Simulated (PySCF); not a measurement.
# Predicted spectroscopic data

Calculated, not measured (PySCF 2.14.0 with density-fitted response routines): shieldings: GIAO PBE0/pcSseg-1, GFN2-xTB structure. No solvent model, non-relativistic Hamiltonian, one computed conformer, equivalent nuclei averaged.

Shifts are taken against calculated references (same method and geometry level): TMS for 1H (31.72 ppm) and 13C (186.93 ppm). Where no couplings were computed, multiplicities follow the n + 1 count of equivalent neighbours, and m marks all less simple cases (inequivalent or close neighbours, rings, F or P nearby). Acid and N–H amide carbonyl carbons lie up to 10 ppm further downfield in solution (hydrogen bonding). Shifts are as computed. Against solution values, carbons near 30 ppm lie about +3 ppm off and those near 130 ppm about +5 ppm; carbons on Cl a further +6 ppm. Of 1211 compounds with measured shifts, 218 miss one by over three times the rms of a fit or turn the order of signals round; such compounds aren't used in these exercises. Groups on amide-type nitrogens are kept apart (slow C–N rotation). Carbons bonded to Cl come out too deshielded. OH and NH positions are gas-phase values without hydrogen bonding to other molecules.

**1.** SMILES C=C(C(N)=O)C(Cl)(Cl)Cl, C$_{4}$H$_{4}$Cl$_{3}$NO. 1H NMR (500 MHz, computed): δ 7.25 (br s, 1H), 6.74 (br s, 1H), 6.10 (br, 1H), 5.21 (br, 1H). 13C{1H} NMR (computed): δ 161.2, 150.3, 140.4, 120.1.

**2.** SMILES C[C@]1(OC)C(=C)CC1, C$_{7}$H$_{12}$O. 1H NMR (500 MHz, computed): δ 5.39 (m, 1H), 5.38 (m, 1H), 3.48 (s, 3H), 2.80 (m, 1H), 2.49 (m, 1H), 2.18 (m, 1H), 1.92 (m, 1H), 1.28 (s, 3H). 13C{1H} NMR (computed): δ 160.0, 116.5, 82.2, 52.0, 34.6, 25.5, 22.7.
